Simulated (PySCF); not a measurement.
silene (CH4Si), SMILES C=[SiH2].

The structure is a stationary point at B3LYP-D3(BJ)/def2-TZVP.

These are PBE/def2-TZVPD run with PySCF values and carry that method's errors.

Symmetry labels are those of the subgroup C2v that the program uses (full group C2v).

Computed valence orbital energies around the gap with their symmetry:
| orbital | symmetry | energy (eV) |
|---|---|---|
| HOMO−7 | B2 | -94.12 |
| HOMO−6 | A1 | -94.06 |
| HOMO−5 | A1 | -16.57 |
| HOMO−4 | A1 | -12.56 |
| HOMO−3 | B2 | -10.29 |
| HOMO−2 | A1 | -8.73 |
| HOMO−1 | B2 | -8.64 |
| HOMO | B1 | -5.68 |
| LUMO | B1 | -2.12 |
| LUMO+1 | A1 | -0.25 |
| LUMO+2 | A1 | -0.11 |
| LUMO+3 | A1 | 0.44 |
